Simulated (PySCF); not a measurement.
PmCl: from constants to spectrum

M06 constants of PmCl, septet, about 5.0 electrons in the 4f shell (Mulliken), real f orbitals that mix terms (Pm x2c-SVPall, Cl x2c-SVPall; spin-free X2C with a Gaussian nucleus (PySCF 2.14); masses 144.9127 and 34.9689 u):

```
ωe                      : 303.5 cm⁻¹
ωexe                    : 0.752 cm⁻¹
Be                      : 0.090886 cm⁻¹
αe                      : 0.000332 cm⁻¹
De to Pm (4f5 6s2) + Cl : 4.27 eV
```

**Question.** What force constant and bond length do these constants imply?

**Answer.** Reduced mass μred = 28.171 u; k = 5.8918×10⁻⁷·μred·ωe² (u, cm⁻¹, mdyn/Å) = 1.53 mdyn/Å; Re = √(16.8576/(μred·Be)) (u, cm⁻¹, Å) = 2.566 Å.

**Question.** Estimate the centrifugal constant D from the Kratzer relation and find the Dunham coefficient a1.

**Answer.** D = 4Be³/ωe² = 3.26e-08 cm⁻¹; a1 = −1 − αeωe/(6Be²) = -3.03.

These are scalar-relativistic numbers at best; spin–orbit coupling would shift them, the dissociation energy most. With d or f electrons several states lie close, and the lowest PBE0 determinant need not be the measured ground state.
